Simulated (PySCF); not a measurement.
Run record: EPR job, `BC[CH]NBOC` [radical].

Computed with UKS B3LYP, pcH-1 on B C H N O, non-relativistic, mean-field spin-orbit, GIAO (PySCF 2.14.0). Geometry: GFN2-xTB. A driver script takes a list of jobs; this job's settings line and coordinates (Å) are shown.

Command:
```bash
OMP_NUM_THREADS=1 python probes_run.py task.json out
```

Input:
```
{"job": {"kind": "epr", "basis": "pcH-1"}, "charge": 0, "multiplicity": 2}
B      2.443025     1.180092    -0.105433
C      2.653393    -0.340919    -0.579799
C      1.444089    -0.275437     0.233224
N      0.181244    -0.259623    -0.314881
B     -1.067208    -0.269234     0.351113
O     -2.153379    -0.179517    -0.443952
C     -3.472348    -0.205758     0.031172
H      2.998393     1.579415     0.847673
H      1.947458     1.937146    -0.854371
H      2.499470    -0.574480    -1.625771
H      3.471840    -0.895714    -0.142514
H      1.470143    -0.535151     1.280694
H      0.177784    -0.140649    -1.319970
H     -1.120070    -0.368911     1.523389
H     -3.958496    -1.122626    -0.314320
H     -3.513924    -0.169890     1.122954
H     -4.008411     0.653285    -0.379771
```

Q: Estimate the output.

A: 
```
UKS, coarse grid
  cycle   1  E = -299.95936738  |g| = 5.02e-01
  cycle   2  E = -299.81048394  |g| = 8.15e-01
  cycle   3  E = -300.05890047  |g| = 1.17e-01
  cycle   4  E = -300.06411088  |g| = 3.91e-02
  cycle   5  E = -300.06477643  |g| = 1.03e-02
  cycle   6  E = -300.06482606  |g| = 4.01e-03
  cycle   7  E = -300.06483370  |g| = 1.42e-03
  cycle   8  E = -300.06483423  |g| = 7.65e-04
UKS, final grid
  cycle   1  E = -300.06482685  |g| = 1.12e-03
  cycle   2  E = -300.06482585  |g| = 1.91e-03
  cycle   3  E = -300.06482743  |g| = 1.01e-04
  cycle   4  E = -300.06482744  |g| = 4.30e-05
  cycle   5  E = -300.06482744  |g| = 2.77e-05
E = -300.06482744 Eh   <S^2> = 0.7531 (exact 0.7500)
g shifts (ppm)      1          2          3
  rmc          -154       -154       -154
  gc             10         24         24
  oz_so         141       1148       1692
  total          -3       1019       1563
hyperfine (MHz)  atom isotope    a_iso     a_fc   dipolar eigenvalues
    0   11B       9.60       9.60    -23.22    -20.91     44.13
    1   13C      17.70      17.70     -8.57     -7.22     15.79
    2   13C      32.05      32.05    -40.47    -39.91     80.38
    3   14N       4.70       4.70     -9.16     -8.70     17.86
    4   11B      -3.42      -3.42     -4.24     -0.13      4.36
    5   17O      -3.26      -3.26    -10.41      4.81      5.59
    6   13C      -1.33      -1.33     -0.27     -0.21      0.48
    7    1H      -9.63      -9.63    -12.16     -0.23     12.39
    8    1H     -22.60     -22.60    -11.69     -1.70     13.39
    9    1H      25.31      25.31     -4.22     -1.53      5.75
   10    1H      58.01      58.01     -4.82     -1.24      6.05
   11    1H      -5.58      -5.58    -19.25     -1.54     20.78
   12    1H     -12.03     -12.03     -9.69     -4.05     13.75
   13    1H      -3.50      -3.50     -2.66     -1.93      4.59
   14    1H       3.66       3.66     -0.71     -0.69      1.40
   15    1H       0.06       0.06     -0.78     -0.71      1.49
   16    1H       2.83       2.83     -0.70     -0.67      1.37
```

rmc, gc and oz_so are the mass-correction, gauge-correction and orbital-Zeeman/spin–orbit parts of the g shift along its three principal axes; a_iso is the isotropic hyperfine coupling and a_fc its Fermi-contact part. Atoms in this output count from 0.

Q: How far is ⟨S²⟩ from the pure-spin value?

A: S = 0.5 gives S(S+1) = 0.75; the run has 0.7531, 0.0031 more.

Q: Get g_iso from the total shifts.

A: Their mean is 860 ppm; added to g_e = 2.002319 it gives 2.00318.

In short: ⟨S²⟩ 0.753; g_iso 2.0032.

The structure is a single GFN2-xTB conformer in the gas phase; no vibrational or solvent corrections.

Q: Estimate the wall time. Hardware: one thread, Arm Neoverse V1 (aarch64), shared host with 64 logical CPUs at a one-minute load of 44. And the peak memory of the process?

A: About 59 s (density and orbital grids were written too), with 0.96 GiB resident at the peak, the Python interpreter and its libraries included.
Labels such as C1 count atoms from 1, the log's own numbers from 0.
